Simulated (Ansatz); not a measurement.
Relaxation of In₅⁺ with RKS PBE-D4/def2-SVP.

```sh
$ ansatz run in.yaml --threads 4 --pin off --events-out ev --progress --plain --max-ram 4787MiB
```

```yaml
crystal:
  periodic: [false, false, false]
  atoms:
    - {symbol: In, position_ang: [0.956490, 3.381180, -0.001990]}
    - {symbol: In, position_ang: [-2.701990, -2.267160, 0.027440]}
    - {symbol: In, position_ang: [2.288930, 0.397580, 0.044140]}
    - {symbol: In, position_ang: [-1.129420, 0.717010, -0.063450]}
    - {symbol: In, position_ang: [0.585990, -2.228610, -0.006130]}
basis:
  gaussian: {orbitals: def2-SVP}
total_charge: 1
hamiltonian: {xc: pbe, dispersion: d4}
scf: {lower_state_search: "off"}
output: {orbitals: {seedname: orbitals}}
relax: {f_tol: 0.02, max_steps: 100}
```

Hardware: 4 threads of Arm Neoverse V2 on a shared host. Wall time 29 s.

Positions (Å) and forces (eV/Å) at steps 1, 2, 3, 4, 5, 6, 7, 8, 9, 10, 12, 13, 16, 19 of 19:

```xyz
5
step=1 energy=-25866.6412 eV
In    0.956    3.381   -0.002   -0.150   -0.140    0.008
In   -2.702   -2.267    0.027   -0.030    0.178   -0.011
In    2.289    0.398    0.044    0.023   -0.280   -0.020
In   -1.129    0.717   -0.063   -0.122    0.016   -0.001
In    0.586   -2.229   -0.006    0.280    0.226    0.023
5
step=2 energy=-25866.7046 eV
In    0.915    3.321    0.006   -0.112   -0.192    0.016
In   -2.692   -2.217    0.022   -0.080    0.151    0.003
In    2.311    0.353    0.031    0.068   -0.181   -0.012
In   -1.163    0.725   -0.067   -0.124   -0.032   -0.019
In    0.629   -2.182    0.008    0.248    0.254    0.013
5
step=3 energy=-25866.7998 eV
In    0.822    3.150    0.028    0.000   -0.200    0.013
In   -2.698   -2.103    0.016   -0.141    0.004    0.025
In    2.390    0.262    0.002    0.322    0.383    0.008
In   -1.255    0.725   -0.084   -0.009   -0.060   -0.032
In    0.741   -2.034    0.038   -0.172   -0.127   -0.014
5
step=4 energy=-25866.8394 eV
In    0.789    3.096    0.035    0.071   -0.183    0.013
In   -2.725   -2.077    0.020   -0.262   -0.081    0.037
In    2.463    0.276   -0.002    0.285    0.384    0.020
In   -1.270    0.715   -0.093    0.023   -0.079   -0.041
In    0.743   -2.010    0.040   -0.116   -0.041   -0.029
5
step=5 energy=-25866.9675 eV
In    0.752    2.992    0.047    0.178   -0.097   -0.004
In   -2.831   -2.067    0.039   -0.484   -0.208    0.023
In    2.642    0.351    0.004    0.139    0.218    0.026
In   -1.287    0.673   -0.120    0.025   -0.082   -0.012
In    0.724   -1.950    0.029    0.143    0.169   -0.033
5
step=6 energy=-25867.0685 eV
In    0.748    2.898    0.052    0.096    0.004   -0.016
In   -2.980   -2.087    0.051   -0.339   -0.151    0.007
In    2.813    0.435    0.011   -0.080   -0.020    0.018
In   -1.308    0.621   -0.132    0.110   -0.051    0.017
In    0.727   -1.867    0.018    0.213    0.218   -0.025
5
step=7 energy=-25867.1269 eV
In    0.782    2.858    0.041   -0.027    0.048   -0.017
In   -3.149   -2.128    0.051   -0.132   -0.029   -0.006
In    2.885    0.496    0.022   -0.062   -0.102    0.007
In   -1.293    0.557   -0.119    0.032    0.021    0.024
In    0.776   -1.782    0.005    0.189    0.062   -0.009
5
step=8 energy=-25867.1494 eV
In    0.750    2.867   -0.032    0.008    0.011    0.012
In   -3.342   -2.076    0.037    0.022    0.071   -0.007
In    2.916    0.531    0.078   -0.016   -0.039   -0.020
In   -1.222    0.494   -0.026   -0.085   -0.086   -0.005
In    0.898   -1.816   -0.057    0.071    0.043    0.020
5
step=9 energy=-25867.0900 eV rejected
In    0.648    2.702   -0.035    0.264    0.288    0.010
In   -3.480   -1.955    0.018   -0.023   -0.016   -0.004
In    3.076    0.502    0.060   -0.066    0.260   -0.011
In   -1.296    0.448   -0.004    0.066   -0.290   -0.002
In    1.051   -1.697   -0.038   -0.241   -0.242    0.007
5
step=10 energy=-25867.1595 eV
In    0.726    2.851   -0.022   -0.013   -0.011    0.007
In   -3.410   -2.009    0.016   -0.003    0.027   -0.003
In    2.944    0.547    0.046   -0.022    0.005   -0.011
In   -1.226    0.417   -0.015    0.004    0.000   -0.003
In    0.966   -1.806   -0.026    0.034   -0.021    0.010
5
step=12 energy=-25867.1639 eV
In    0.644    2.824    0.047   -0.028   -0.059   -0.025
In   -3.564   -1.826   -0.020    0.007    0.020   -0.001
In    2.924    0.627   -0.060    0.040   -0.017    0.025
In   -1.131    0.274   -0.044   -0.028   -0.003    0.028
In    1.127   -1.900    0.078    0.009    0.059   -0.026
5
step=13 energy=-25867.1710 eV
In    0.598    2.777    0.001   -0.007   -0.051   -0.005
In   -3.690   -1.737   -0.035    0.012    0.015    0.004
In    2.989    0.663   -0.031   -0.019    0.014    0.009
In   -1.121    0.187    0.017    0.029   -0.001    0.000
In    1.224   -1.890    0.047   -0.016    0.023   -0.008
5
step=16 energy=-25867.1761 eV
In    0.472    2.647   -0.023    0.003    0.012    0.001
In   -3.884   -1.460   -0.029    0.034    0.019    0.003
In    3.002    0.770   -0.004   -0.001    0.002    0.002
In   -1.024   -0.035    0.020   -0.035   -0.029   -0.006
In    1.433   -1.923    0.037   -0.001   -0.005    0.000
5
step=19 energy=-25867.1776 eV
In    0.374    2.570   -0.027    0.002   -0.001   -0.001
In   -3.966   -1.252   -0.004    0.011    0.005   -0.002
In    2.993    0.836    0.024   -0.002   -0.001   -0.001
In   -0.970   -0.200   -0.024   -0.011   -0.007    0.005
In    1.570   -1.954    0.031   -0.001    0.004   -0.001
```

In the def2 sets In takes a core potential; there is no spin–orbit coupling. The structure comes from a short search, and lower isomers may exist.
